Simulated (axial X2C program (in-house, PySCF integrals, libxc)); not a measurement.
**Low determinants of SiSb⁻ at the PBE0 level, 2c**

Calculated with an axial X2C code built on PySCF integrals. Two-component (2c) means X2C with spin–orbit coupling and atomic mean-field two-electron Coulomb and Gaunt terms. Basis: Sb dyall-acv3z [12s13p9d5f1g], Si dyall-av3z [9s8p3d2f] (cores contracted in-house); Gaussian nuclei, density fitting, unrestricted open shells. Masses: Sb 120.904 u, Si 27.977 u.

Search at 2.311 Å (vertical energies from the lowest determinant):

```csv
ΔE (eV),state,electrons beyond evenly filled partner blocks,"electrons in ±ω = 1/2, 3/2, 5/2, 7/2"
0.00,Ω = 0,none,44 18 4 0
1.82,Ω = 1,"ω = -1/2, ω = 3/2",45 17 4 0
1.94,Ω = 3,2 × ω = 3/2,44 18 4 0
2.00,Ω = 1,2 × ω = 1/2,44 18 4 0
2.10,Ω = 2,"ω = 1/2, ω = 3/2",45 17 4 0
2.12,Ω = 1,"ω = -1/2, ω = 3/2",43 19 4 0
2.15,Ω = 2,"ω = 1/2, ω = 3/2",43 19 4 0
```

Lowest determinant, Ω = 0 (closed shell): Re = 2.306 Å, ωe = 464.8 cm⁻¹.

The determinant in row 2 of the search, Ω = 1 (⟨Sz⟩ = 1.00, ⟨Lz⟩ = 0.00 at PBE0), was followed along the bond at PBE0; measured from the minimum of the lowest determinant it gives:

Te = 1.568 eV (12650 cm⁻¹), Re = 2.511 Å, ωe = 341.6 cm⁻¹.

Task: Compare the bond of the determinant in row 2 with that of the lowest one.

Result: At PBE0 its Re is 0.205 Å longer and its force constant, which goes as ωe², is 0.54 times that of the lowest determinant. T0 ≈ Te + Δωe/2 = 12650 + (-62) = 12588 cm⁻¹.

The search compares states at one distance, so a state with another bond length can lie lower; it is not exhaustive and yields mostly the lowest determinant of each block pattern, so other components and higher states of one pattern are missing. These are energies of single determinants, not of spin-adapted states; PBE0 term energies can be off by some tenths of an eV, and the functional has no current term. Open-shell Ω = 0 determinants with evenly filled partner blocks cannot be reached by this program, so the Ω shown need not be the lowest component. For an anion, determinants above electron detachment are held by the basis set. Row 2 has a positive highest level at its minimum.
